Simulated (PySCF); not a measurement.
CH7GaSi.
SMILES with atom numbers: `[SiH3:1][CH2:2][GaH2:3]` (hydrogens: H4, H5, H6 on Si1; H7, H8 on C2; H9, H10 on Ga3)

Cartesian coordinates in Å at the PBE0-D3(BJ)/def2-SVP level; atoms count from 1:
```xyz
10
CH7GaSi angstrom
Si    -1.3535    0.4310   -0.2816
C      0.0810   -0.7766   -0.1732
Ga     1.7397    0.0395    0.5016
H     -2.5926   -0.2178   -0.8148
H     -1.6699    0.9925    1.0698
H     -1.0126    1.5790   -1.1810
H      0.2573   -1.1899   -1.1803
H     -0.2237   -1.5980    0.4971
H      1.9959    0.1150    2.0515
H      2.7874    0.6294   -0.5120
```

Level of theory: PBE0-D3(BJ)/def2-SVP geometry optimisation, gas phase (PySCF).

Take the most abundant isotopes and a rigid rotor. The values belong to one conformer with, in the numbering `[SiH3:1][CH2:2][GaH2:3]`, Si1–C2–Ga3–H 87° and -92°.

Task: What are A, B and C (MHz)?

Result: Ia = 27.91, Ib = 248.49, Ic = 259.77 u·Å²; 505379 MHz·u·Å²/I gives A = 18109, B = 2034, C = 1945 MHz.

Task: Classify the top.

Result: A near-prolate asymmetric top: κ = (2 × 2034 − 18109 − 1945)/(18109 − 1945) = -0.99.

Task: Is it planar, by Δ = Ic − Ia − Ib?

Result: Not planar: Δ = Ic − Ia − Ib = -16.62 u·Å². For a rigid frame Δ = −2 Σ m c², so Σ m c² = 8.31 u·Å² lies off the ab plane, practically all of it from hydrogen. The atom farthest from that plane is 1.37 Å away.

Task: Give the other two planar moments, Paa and Pbb, and the rms extents of the mass along the axes.

Result: Paa = Σ m a² = (Ib + Ic − Ia)/2 = 240.18 and Pbb = Σ m b² = (Ia + Ic − Ib)/2 = 19.60 u·Å². With the mass M = 115.96 u, the rms extents √(P/M) along a, b and c are 1.44, 0.41, 0.27 Å.

Task: Predict some low-J microwave lines.

Result: The dipole components are |μa| = 0.14 D, |μb| = 0.93 D, |μc| = 0.02 D. Intensities carry the squares of the components, which stand as 0.02 : 1.00 : 0.00 (a : b : c). Some lines, for components of 0.1 D or more:

```
type  branch         J(Ka,Kc)     MHz  lower level (cm⁻¹)
   a       Q  3(1,2) ← 3(1,3)     530               1.325
   a       R  3(2,2) ← 2(2,1)   11938               2.549
   a       R  4(1,4) ← 3(1,3)   15740               1.325
   a       R  4(0,4) ← 3(0,3)   15913               0.796
   a       R  4(3,2) ← 3(3,1)   15918               5.636
   a       R  4(2,2) ← 3(2,1)   15920               2.947
   a       R  4(1,3) ← 3(1,2)   16093               1.343
   b       Q  3(1,2) ← 3(0,3)   16386               0.796
   a       R  5(1,5) ← 4(1,4)   19674               1.850
   a       R  5(4,1) ← 4(4,0)   19897               9.930
   a       R  5(3,3) ← 4(3,2)   19898               6.167
   b       Q  5(2,3) ← 5(1,4)   47710               2.551
   b       Q  2(2,0) ← 2(1,1)   48226               0.940
   b       Q  2(2,1) ← 2(1,2)   48491               0.931
   b       Q  4(2,3) ← 4(1,4)   48801               1.850
   b       Q  4(3,1) ← 4(2,2)   80593               3.478
   b       Q  3(3,1) ← 3(2,2)   80598               2.947
   b       R  3(3,1) ← 2(2,0)   92535               2.549
   b       Q  4(4,0) ← 4(3,1)  112836               6.167
   b       Q  4(4,1) ← 4(3,2)  112836               6.167
   b       R  4(4,0) ← 3(3,1)  128754               5.636
   b       R  5(4,1) ← 4(3,2)  132733               6.167
```

PBE0-D3(BJ)/def2-SVP frequencies: not computed here. These are rigid-rotor constants of the computed structure; measured ground-state constants (B0) also hold zero-point vibration. A rigid rotor knows nothing of internal rotation, which can split or shift real lines. Quadrupole hyperfine structure (69Ga) is left out.

The run took 65 s on one thread, Arm Neoverse V1, on a shared host. This is the geometry optimisation.
